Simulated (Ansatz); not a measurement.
Relaxation of CH$_{3}$ClFNSn (8 atoms, charge 0, multiplicity 1), to a largest force component of 0.02 eV/Å in at most 50 steps.

Method: Ansatz 0.2.0, UKS revPBE-D4/def2-SVP.

```xyz
8
Properties=species:S:1:pos:R:3
F -0.357 -1.985 1.668
Sn 0.642 -0.616 0.702
Cl 2.725 -1.304 -0.090
C -0.219 1.077 -0.167
N -0.484 -0.061 -1.028
H -1.226 1.430 0.332
H 0.422 1.813 -0.610
H -1.411 -0.412 -0.862
```

**Question.** Where does it end, and by what steps?

**Answer.** The forces met the threshold. After 48 steps the energy has fallen by 3.136 eV; H8 moved furthest, 1.75 Å. Parted: Sn2–C4.

| step | energy less start (eV) | largest force component (eV/Å) | accepted |
| --- | --- | --- | --- |
| 0 | 0.0000 | 4.486 | yes |
| 2 | -1.1862 | 3.208 | yes |
| 4 | -2.2348 | 0.597 | yes |
| 6 | -2.4462 | 1.174 | yes |
| 8 | -2.7033 | 1.813 | yes |
| 10 | -2.9490 | 0.312 | yes |
| 12 | -2.9998 | 0.429 | yes |
| 14 | -3.0377 | 0.305 | yes |
| 16 | -3.0503 | 0.066 | yes |
| 18 | -3.0532 | 0.090 | yes |
| 20 | -3.0561 | 0.214 | yes |
| 22 | -3.0563 | 0.384 | no |
| 24 | -3.0619 | 0.151 | yes |
| 26 | -3.0637 | 0.093 | yes |
| 28 | -3.0658 | 0.246 | yes |
| 30 | -3.0715 | 0.154 | yes |
| 32 | -3.0779 | 0.600 | no |
| 34 | -3.0979 | 0.174 | yes |
| 36 | -3.1017 | 0.573 | no |
| 38 | -3.1241 | 0.120 | yes |
| 40 | -3.1310 | 0.180 | yes |
| 42 | -3.1284 | 0.195 | no |
| 44 | -3.1351 | 0.066 | yes |
| 46 | -3.1356 | 0.021 | yes |
| 48 | -3.1356 | 0.016 | yes |

```xyz
8
Properties=species:S:1:pos:R:3
F 0.051 -2.619 0.612
Sn 1.057 -1.124 1.478
Cl 2.498 -0.472 -0.436
C -0.474 1.001 -0.644
N -0.662 0.300 0.411
H -1.292 1.546 -1.159
H 0.554 1.044 -1.058
H -1.640 0.267 0.740
```

Run time: 2.4 min on 2 threads of Arm Neoverse V2 (shared host), peak memory 0.21 GiB.
